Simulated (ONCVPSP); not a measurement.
# Pseudopotential generation for iridium: ONCV, PBE, scalar-relativistic.

```json
{
  "Element": "iridium",
  "Generator": "ONCVPSP 4.0.1",
  "Type": "optimised norm-conserving Vanderbilt (ONCV)",
  "Functional": "PBE",
  "Relativity": "scalar-relativistic",
  "Frozen core": "[Kr] 4d10 4f14",
  "Valence charge": "17",
  "Reference configuration": "5s2 5p6 5d7 6s1 (charge +1)",
  "Partial waves": "5s+6s: rc 1.70 bohr, ncon 4, nbas 7, qcut 5.9 1/bohr, 2 projectors; 5p: rc 1.20 bohr, ncon 4, nbas 9, qcut 6.4 1/bohr, 1 projector; 5d: rc 1.20 bohr, ncon 3, nbas 7, qcut 7.1 1/bohr, local",
  "Local potential": "the d channel",
  "Core correction": "none"
}
```

All-electron outer shells of the reference configuration (PBE, scalar-relativistic, ld1.x):

```
shell  level (eV)  outermost node (bohr)  outermost maximum (bohr)
   5s     -106.30                   0.50                      0.89
   4f      -70.49                      –                      0.39
   5p      -63.05                   0.54                      1.01
   5d      -15.32                   0.59                      1.29
   6s      -13.57                   1.17                      2.32
```

What the tests gave:

```
Cutoffs needed           : 156 Ha and 192 Ha (the cutoffs (Ha) at which the residual kinetic energy of the hardest occupied pseudo-wave falls to 1 and 0.1 mHa per electron)
Ghost test               : no bound ghost flagged; GHOST(+) flagged for s at 324.5 eV
Largest excitation error : -179 meV (all-electron minus pseudo) for 5s2 5p6 5d6 6s2 6p1, out of 4 test configurations
```

Generation and tests took about 3.6 s on one core of a shared server CPU.
